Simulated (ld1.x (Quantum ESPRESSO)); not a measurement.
# chromium (Cr): excitation energies, all-electron against TM

ld1.x (Quantum ESPRESSO) 7.5 input, shortened:

```
&input
   title='Cr', zed=24., rel=1, dft='PBESOL', iswitch=3,
   config='[Ar] 3d5 4s0.5 4p0'
 /
 &inputp
   pseudotype=2, tm=.true., lloc=1,
   nlcc=.false.
 /
3
3S  1  0   2.00   0.00  1.50  1.50  0.0
3D  3  2   5.00   0.00  1.85  1.85  0.0
3P  2  1   6.00   0.00  0.85  0.85  0.0
 &test
   configts(1)='3s2 3p6 3d5 4s0.5 4p0'
 /
```

Occupied shells without a wave of their own: 4s. They enter only through the test configuration that unscreens the potential.

Energies are relative to the spin-unpolarised reference configuration 3s2 3p6 3d5 4s0.5 4p0; without spin polarisation the order of configurations can differ from experiment.

```csv
valence configuration,charge,ΔE all-electron (eV),error AE − PS (meV)
3s2 3p6 3d5 4s1 4p0,0,-2.707,+128
3s2 3p6 3d4 4s0 4p0,+2,20.180,-282
3s2 3p6 3d4 4s1 4p1,0,0.829,+212
3s2 3p6 3d5 4s0 4p1,0,0.436,-131
3s2 3p6 3d4 4s1 4p0,+1,5.303,+236
3s2 3p6 3d2 4s0 4p0,+4,99.204,+52
```

Problem. What are ΔE and the potential's error for 3s2 3p6 3d5 4s0 4p0?

Solution. ΔE = 4.166 eV all-electron; the error (AE − PS) is -170 meV.

Levels in the configuration 3s2 3p6 3d2 4s0 4p0:

| level | all-electron (eV) | pseudo (eV) |
| --- | --- | --- |
| 3s | -132.526 | -132.338 |
| 3p | -103.329 | -103.094 |
| 3d | -57.959 | -57.223 |

ld1.x printed “convergence not achieved” for 1 of the counted tests; its residual had stalled under 1e-8, short of the target of 1e-14. The 4s level has no wave, so the channel is fitted at the deeper level alone: the likely source of the large errors.

The potential misses its own reference levels by up to 0.3 eV.
